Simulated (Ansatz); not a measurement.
Gas-phase electronic energies from Ansatz, PBE0-D4/def2-TZVP geometries. CCSD(T)/CBS is the MP2 limit (def2-TZVPP, def2-QZVPP) plus CCSD(T) − MP2 in def2-TZVPP, frozen cores. This one scheme is used for every species. Functionals use def2-TZVPP. For Ge outer-core shells are correlated without core-valence functions, which leaves a few kJ/mol of doubt a bond. Scalar relativity is left out up to krypton. Each species was taken in one conformer, which may not be the lowest.

Reaction (ligand exchange at the Si–N bond): `C[N]([GeH3])[SiH2]O` + H₂S → `O[SiH2]S` + `C[NH][GeH3]`

Q: Is it downhill or uphill in electronic energy at CCSD(T)/CBS, and by how much? (An estimate is asked.)

A: Computed: Uphill: ΔE = +0.11 eV.

Q: What do these levels give: ωB97M-V, PBE, HF/def2-TZVPP, HF/def2-QZVPP, MP2/def2-QZVPP, SCS-MP2/def2-QZVPP? (Best estimate.)

A: Computed: ωB97M-V 0.09, PBE -0.06, HF/def2-TZVPP 0.05, HF/def2-QZVPP 0.06, MP2/def2-QZVPP 0.12, SCS-MP2/def2-QZVPP 0.12 eV.

Largest T1 diagnostic among the species: 0.012.

In def2-TZVPP, CCSD(T) changes the Hartree–Fock value by +0.10 eV (the triples alone add +0.01 eV) and MP2 by +0.09 eV. The D4 term adds +0.09 eV with B3LYP and +0.05 eV with PBE0; it sums over pairs of atoms, weighted by their polarisabilities, and B3LYP, whose exchange is more repulsive, gets the larger term.

B3LYP here is the variant with VWN-RPA as its local correlation; programs differ in this.
